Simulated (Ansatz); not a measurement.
Cost and result for the atomization energy of BrH₂InOS, SMILES `[OH][In]([SH])[Br]` (6 atoms, 5 bonds).

The species carries charge 0 and has multiplicity 1. Correlated methods include outer-core shells of Br, In, which these sets cover unevenly. Scalar relativity is left out up to krypton. In: def2 effective core potential. The geometry is a stationary point of PBE0-D4/def2-TZVP. It is one conformer, not always the lowest. Program: Ansatz. Hardware: A = 2 threads of an AMD EPYC 7R13 on a shared host; B = 2 threads of an AMD EPYC 7R13 on a shared host and a share of an NVIDIA H100 80 GB. Times are those of one run each, without the atoms' runs, and a repeat can differ threefold. Electronic energies, without spin–orbit coupling; frozen cores. CCSD(T)/CBS adds CCSD(T) − MP2 in def2-TZVPP to the MP2 limit, and its time is that of the two runs behind it. T1 = 0.013. With those shells the extrapolation isn't a true limit. B3LYP takes the VWN-RPA correlation (the form of Gaussian; ORCA's B3LYP/G).

CCSD(T)/CBS is a level of theory with its own doubt, some kJ/mol a heavy atom from the limit and from the frozen cores, so smaller differences don't rank the functionals.

```
                                 level  functions  atomization (kJ/mol)  difference from CCSD(T)/CBS  per bond
                CCSD(T)/def2-QZVPP [B]        358                1696.8                        -27.5      -5.5
                CCSD(T)/def2-TZVPP [B]        199                1648.0                        -76.3     -15.3
 B3LYP-D4/def2-TZVPP (with forces) [A]        199                1656.7                        -67.6     -13.5
                PBE0-D4/def2-TZVPP [A]        199                1677.3                        -47.0      -9.4
  ωB97M-V/def2-TZVPP (with forces) [A]        199                1698.4                        -25.9      -5.2
   PBE-D4/def2-TZVPP (with forces) [A]        199                1722.9                         -1.4      -0.3
                ωB97X-V/def2-TZVPP [A]        199                1707.8                        -16.5      -3.3
                     CCSD(T)/CBS(def2)          –                1724.3                          0.0       0.0
r2SCAN-D4/def2-TZVPP (with forces) [A]        199                1709.0                        -15.3      -3.1
                 B2PLYP/def2-TZVPP [A]        199                1653.1                        -71.2     -14.2
```

Order the runs by time, with rough figures. (Best estimate.)

Computed: CCSD(T)/def2-TZVPP [B] 3 s; PBE-D4/def2-TZVPP (with forces) [A] 3.4 s; PBE0-D4/def2-TZVPP [A] 4.5 s; r2SCAN-D4/def2-TZVPP (with forces) [A] 6 s; B3LYP-D4/def2-TZVPP (with forces) [A] 7.5 s; B2PLYP/def2-TZVPP [A] 7.5 s; ωB97X-V/def2-TZVPP [A] 11 s; CCSD(T)/def2-QZVPP [B] 14 s; ωB97M-V/def2-TZVPP (with forces) [A] 14 s; CCSD(T)/CBS(def2) 17 s.

The D4 term adds +24.0 kJ/mol with B3LYP and +12.8 kJ/mol with PBE0; it sums over pairs of atoms, weighted by their polarisabilities, and B3LYP, whose exchange is more repulsive, gets the larger term. From PBE to PBE0 (25 % exact exchange), in def2-TZVPP and without D4, the atomization energy moves by −43.7 kJ/mol: exact exchange takes away binding that semilocal exchange gives to molecules. In def2-TZVPP, CCSD(T) changes the Hartree–Fock value by +528.3 kJ/mol (the triples alone add +42.9 kJ/mol) and MP2 by +577.6 kJ/mol; breaking electron pairs costs correlation energy, which Hartree–Fock lacks.

Spin–orbit coupling would lower the free In atoms strongly, and the atomization energy with them, by more than many differences here.
